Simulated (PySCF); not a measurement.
Cartesian coordinates (Å):
```xyz
9

C      1.0806     0.3775     0.0882
C     -0.0603    -0.5514    -0.0078
C     -1.4038    -0.1265    -0.1911
O     -2.3570    -0.8937    -0.2716
H      0.7644     1.4187    -0.0004
H      1.8216     0.1727    -0.6933
H      1.6081     0.2556     1.0415
H      0.1061    -1.6225     0.0624
H     -1.5597     0.9696    -0.2609
```
Charge 0, spin multiplicity 2.

Q: Estimate the highest occupied spin orbital, dipole moment and total energy that TPSSh-D3(BJ)/def2-TZVP // PBE0-D3(BJ)/def2-TZVP (PySCF 2.14.0) returns for this input.

A: 
| Property | Result |
|---|---|
| highest occupied spin orbital | -6.43 eV |
| dipole moment | 3.58 D |
| total energy | -192.5870 Ha |
